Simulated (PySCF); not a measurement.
## Radial density of Ge⁺ (germanium, charge +1)

r2SCANh, [Ar] 3d10 4s2 4p1, 2P determinant. All numbers are calculated (PySCF 2.14, a scalar-relativistic core potential, in aug-cc-pVTZ-PP with one added diffuse shell each of s, d, f type with ECP10MDF (7s5p5d3f, 68 functions)). This is the valence pseudo-density: the core potential removes the inner electrons and smooths the orbitals near the nucleus.

| r (bohr) | 4πr²ρ (e/bohr) | 4πr²(ρα − ρβ) |
| --- | --- | --- |
| 0.000946 | 1.046e-05 | 0.0000 |
| 0.00159 | 2.942e-05 | 0.0000 |
| 0.00268 | 8.180e-05 | 0.0000 |
| 0.00450 | 0.0002209 | 0.0000 |
| 0.00757 | 0.0005581 | 0.0000 |
| 0.0127 | 0.001269 | 0.0000 |
| 0.0214 | 0.002684 | 0.0000 |
| 0.0360 | 0.006256 | 0.0000 |
| 0.0606 | 0.03455 | 0.0000 |
| 0.102 | 0.3279 | -0.0005 |
| 0.171 | 2.455 | -0.0022 |
| 0.288 | 11.98 | 0.0100 |
| 0.485 | 28.26 | 0.0445 |
| 0.816 | 16.60 | -0.0082 |
| 1.37 | 3.693 | 0.2486 |
| 2.31 | 1.436 | 0.4602 |
| 3.88 | 0.2078 | 0.1251 |
| 6.53 | 0.003776 | 0.0034 |
| 11.0 | 1.173e-05 | 0.0000 |

Energies and moments cover only the electrons outside the core potential.

Task: Where is the radial spin density 4πr²(ρα − ρβ) most negative, and why is it negative at all?

Result: Around r = 0.816 bohr, down to -0.0082 e/bohr: exchange with the open shell polarises the paired shells in an unrestricted calculation.
